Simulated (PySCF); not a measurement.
**How methods differ on the excitation energy of Ga**

Ga [Ar] 3d10 4s2 4p1 (2P) → Ga [Ar] 3d10 4s1 4p1 5s1 (4P), as a difference of total energies. All numbers are calculated (PySCF 2.14, scalar relativity through the core potential, in aug-cc-pVDZ-PP with ECP10MDF (5s4p3d, 32 functions)). Correlated levels: valence: 3s2 3p6 3d10 frozen. The calculations carry no spin-orbit coupling.

```tsv
method	excitation energy (cm⁻¹)
UHF	59135
LDA	74856
PBE	72233
PBE0	70281
r2SCAN	71440
BHandHLYP	71662
BLYP	75037
wB97X-V	72110
MP2 (valence)	64296
SCS-MP2 (valence)	65923
```

The upper state lies above the first ionisation limit, but in LS coupling its spin forbids autoionisation to the ground ion. A Rydberg-like electron needs more diffuse functions than a valence basis has.

The promoted electron is Rydberg-like, and one or two diffuse shells describe it only roughly, which tends to raise the upper state.
